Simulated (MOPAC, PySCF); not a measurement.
CHF₃S, SMILES `FC(F)(F)S`, neutral singlet in the gas phase. 

Cartesian coordinates (Å):
```xyz
6

F     -0.6590     0.4749     1.2153
C     -0.4252    -0.0490     0.0014
F     -1.3439    -0.9965    -0.2272
F     -0.6129     0.9372    -0.8900
S      1.2171    -0.8115    -0.1297
H      1.8580     0.3353     0.1515
```
Charge 0, multiplicity 1.

All levels are single points at this geometry (B3LYP-D3(BJ)/def2-TZVP); Pople sets use spherical d functions. Orbital energies aren't observables, and empty levels follow the basis.

HF/3-21G in PySCF gives dipole (D) = 1.95.

Q: Estimate the dipole (D) from each of these levels: B3LYP-D3(BJ)/def2-TZVP in PySCF; B3LYP/3-21G in PySCF; B3LYP/6-311+G** in PySCF; B3LYP/6-31G* in PySCF; BP86/6-31G* in PySCF; SVWN5/6-31G* in PySCF; HF/STO-3G in PySCF; PM7 in MOPAC.

A: 
```
level                            dipole (D)
-------------------------------  ----------
B3LYP-D3(BJ)/def2-TZVP in PySCF        1.53
B3LYP/3-21G in PySCF                   1.47
B3LYP/6-311+G** in PySCF               1.74
B3LYP/6-31G* in PySCF                  1.33
BP86/6-31G* in PySCF                   1.21
SVWN5/6-31G* in PySCF                  1.29
HF/STO-3G in PySCF                     1.14
PM7 in MOPAC                           2.10
```
